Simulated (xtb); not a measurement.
H3B (SMILES B), singlet, at a GFN2-xTB geometry; GFN1-xTB (xtb 6.7.1).

xtb was given this input:
```
$ xtb mol.xyz --gfn 1 --hess --json

# file mol.xyz
4

B      0.00000000     0.00000000    -0.00000000
H     -1.13586369    -0.05694986    -0.25006823
H      0.42206688    -0.56959653     0.92378735
H      0.71379681     0.62654639    -0.67371912
```

**Question.** What does xtb print? Leave out banner, timings and long lists.

**Answer.** 
```
   ID    Z sym.   atoms
    1    5 B      1
    2    1 H      2-4

           -------------------------------------------------
          |                Calculation Setup                |
           -------------------------------------------------

           -------------------------------------------------
          |                 G F N 1 - x T B                 |
           -------------------------------------------------

          ...................................................
          :                      SETUP                      :
          :.................................................:
          :  # basis functions                  10          :
          :  # atomic orbitals                  10          :
          :  # shells                            8          :
          :  # electrons                         6          :
          :  # halogen bonds                     0          :
          :  max. iterations                   250          :
          :  Hamiltonian                  GFN1-xTB          :
          :  restarted?                      false          :
          :  GBSA solvation                  false          :
          :  PC potential                    false          :
          :  electronic temp.          300.0000000     K    :
          :  accuracy                    1.0000000          :
          :  -> integral cutoff          0.2500000E+02      :
          :  -> integral neglect         0.1000000E-07      :
          :  -> SCF convergence          0.1000000E-05 Eh   :
          :  -> wf. convergence          0.2000000E-04 e    :
          :  Broyden damping             0.4000000          :
          :  net charge                          0          :
          :  unpaired electrons                  0          :
          ...................................................

 iter      E             dE          RMSdq      gap      omega  full diag
   1     -2.9810735 -0.298107E+01  0.698E+00    5.12       0.0  T
   2     -2.9823122 -0.123870E-02  0.415E+00    5.06       1.0  T
   3     -2.9829682 -0.655940E-03  0.119E+00    4.48       1.0  T
   4     -2.9811485  0.181961E-02  0.163E+00    4.37       1.0  T
   5     -2.9848395 -0.369097E-02  0.206E-01    4.70       1.0  T
   6     -2.9848919 -0.524293E-04  0.285E-02    4.74       1.8  T
   7     -2.9848929 -0.998811E-06  0.185E-03    4.75      27.1  T
   8     -2.9848929 -0.416911E-08  0.109E-05    4.75    4593.4  T
   9     -2.9848929  0.754952E-14  0.548E-06    4.75    9132.2  T

   *** convergence criteria satisfied after 9 iterations ***

         :::::::::::::::::::::::::::::::::::::::::::::::::::::
         ::                     SUMMARY                     ::
         :::::::::::::::::::::::::::::::::::::::::::::::::::::
         :: total energy              -2.942766660893 Eh    ::
         :: gradient norm              0.012924812555 Eh/a0 ::
         :: HOMO-LUMO gap              4.747577577949 eV    ::
         ::.................................................::
         :: SCC energy                -2.984892939929 Eh    ::
         :: -> electrostatic           0.001776648083 Eh    ::
         :: repulsion energy           0.042445330826 Eh    ::
         :: dispersion energy         -0.000319051790 Eh    ::
         :: halogen bond corr.         0.000000000000 Eh    ::
         :: add. restraining           0.000000000000 Eh    ::
         :: total charge              -0.000000000000 e     ::
         :::::::::::::::::::::::::::::::::::::::::::::::::::::

           -------------------------------------------------
          |                Numerical Hessian                |
           -------------------------------------------------
step length          :   0.00500
SCC accuracy         :   0.30000
Hessian scale factor :   1.00000
frozen atoms in %    :   0.00000    0
RMS gradient         :   0.01292 !! INCOMPLETELY OPTIMIZED GEOMETRY !!
estimated CPU  time      0.00 min

writing file <hessian>.

 projected vibrational frequencies (cm⁻¹)
eigval :       -0.00    -0.00     0.00     0.00     0.00     0.00
eigval :      921.96  1165.55  1165.56  2664.86  2742.36  2742.39
           -------------------------------------------------
          |                Property Printout                |
           -------------------------------------------------

    * Orbital Energies and Occupations

         #    Occupation            Energy/Eh            Energy/eV
      -------------------------------------------------------------
         1        2.0000           -0.5700000             -15.5105
         2        2.0000           -0.4688459             -12.7579
         3        2.0000           -0.4688459             -12.7579 (HOMO)
         4                         -0.2943757              -8.0104 (LUMO)
         5                         -0.0916047              -2.4927
         6                         -0.0587621              -1.5990
         7                         -0.0587621              -1.5990
         8                          0.2212688               6.0210
         9                          0.3919510              10.6655
        10                          0.3919510              10.6655
      -------------------------------------------------------------
                  HL-Gap            0.1744702 Eh            4.7476 eV
             Fermi-level           -0.3816108 Eh          -10.3842 eV
Molecule has the following symmetry elements: (C3) 3*(C2) (S3) 4*(sigma)
It seems to be the D3h point group

  Mulliken/CM5 charges         n(s)   n(p)   n(d)
     1B     0.23091 -0.09132   1.030  1.739  0.000
     2H    -0.07697  0.03044   1.077  0.000  0.000
     3H    -0.07697  0.03044   1.077  0.000  0.000
     4H    -0.07697  0.03044   1.077  0.000  0.000

Wiberg/Mayer (AO) data.
largest (>0.10) Wiberg bond orders for each atom

 ---------------------------------------------------------------------------
     #   Z sym  total        # sym  WBO       # sym  WBO       # sym  WBO
 ---------------------------------------------------------------------------
     1   5 B    2.965 --     4 H    0.988     3 H    0.988     2 H    0.988
     2   1 H    1.001 --     1 B    0.988
     3   1 H    1.001 --     1 B    0.988
     4   1 H    1.001 --     1 B    0.988
 ---------------------------------------------------------------------------

Topologies differ in total number of bonds
Writing topology from bond orders to xtbtopo.mol

 dipole moment from electron density (au)
     X       Y       Z
   0.0000   0.0000  -0.0000  total (Debye):    0.000

           -------------------------------------------------
          |               Frequency Printout                |
           -------------------------------------------------
 projected vibrational frequencies (cm⁻¹)
eigval :       -0.00    -0.00     0.00     0.00     0.00     0.00
eigval :      921.96  1165.55  1165.56  2664.86  2742.36  2742.39
 reduced masses (amu)
   1:  2.86   2:  7.84   3:  3.98   4:  3.75   5:  6.76   6:  3.84   7:  3.15   8:  2.06
   9:  2.06  10:  1.01  11:  2.10  12:  2.10
 IR intensities (km·mol⁻¹)
   1:  0.00   2:  0.00   3:  0.00   4:  0.00   5:  0.00   6:  0.00   7:133.93   8: 30.33
   9: 30.32  10:  0.00  11:153.14  12:153.14
 Raman intensities (Ä⁴*amu⁻¹)
   1:  0.00   2:  0.00   3:  0.00   4:  0.00   5:  0.00   6:  0.00   7:  0.00   8:  0.00
   9:  0.00  10:  0.00  11:  0.00  12:  0.00
 output can be read by thermo (or use thermo option).
 writing <g98.out> molden fake output.
 recommended (thermochemical) frequency scaling factor: 1.0
           -------------------------------------------------
          |             Thermodynamic Functions             |
           -------------------------------------------------

d3h symmetry found (for desy threshold:  0.10E+00) used in thermo

          ...................................................
          :                      SETUP                      :
          :.................................................:
          :  # frequencies                           6      :
          :  # imaginary freq.                       0      :
          :  linear?                             false      :
          :  only rotor calc.                    false      :
          :  symmetry                              d3h      :
          :  rotational number                       6      :
          :  scaling factor                  1.0000000      :
          :  rotor cutoff                   50.0000000 cm⁻¹ :
          :  imag. cutoff                  -20.0000000 cm⁻¹ :
          :.................................................:

    mode    ω/cm⁻¹     T·S(HO)/kcal·mol⁻¹    T·S(FR)/kcal·mol⁻¹   T·S(vib)
   ------------------------------------------------------------------------
   ------------------------------------------------------------------------

   temp. (K)  partition function   enthalpy   heat capacity  entropy
                                   cal/mol     cal/K/mol   cal/K/mol   J/K/mol
 298.15  VIB   1.02                   55.361      0.930      0.223
         ROT   52.9                  888.752      2.981     10.865
         INT   53.9                  944.113      3.911     11.089
         TR   0.498E+26             1481.254      4.968     33.807
         TOT                        2425.3671     8.8789    44.8955   187.8428

       T/K    H(0)-H(T)+PV         H(T)/Eh          T*S/Eh         G(T)/Eh
   ------------------------------------------------------------------------
    298.15    0.386507E-02    0.298423E-01    0.213313E-01    0.851096E-02
   ------------------------------------------------------------------------

         :::::::::::::::::::::::::::::::::::::::::::::::::::::
         ::                  THERMODYNAMIC                  ::
         :::::::::::::::::::::::::::::::::::::::::::::::::::::
         :: total free energy          -2.934255699297 Eh   ::
         ::.................................................::
         :: total energy               -2.942766660893 Eh   ::
         :: zero point energy           0.025977202230 Eh   ::
         :: G(RRHO) w/o ZPVE           -0.017466240634 Eh   ::
         :: G(RRHO) contrib.            0.008510961596 Eh   ::
         :::::::::::::::::::::::::::::::::::::::::::::::::::::

           -------------------------------------------------
          | TOTAL ENERGY               -2.942766660893 Eh   |
          | TOTAL ENTHALPY             -2.912924390228 Eh   |
          | TOTAL FREE ENERGY          -2.934255699297 Eh   |
          | GRADIENT NORM               0.012924802530 Eh/α |
          | HOMO-LUMO GAP               4.747576405098 eV   |
           -------------------------------------------------
########################################################################
[WARNING] Runtime exception occurred
-1- hessian_numhess: Hessian on incompletely optimized geometry!
########################################################################

normal termination of xtb
```
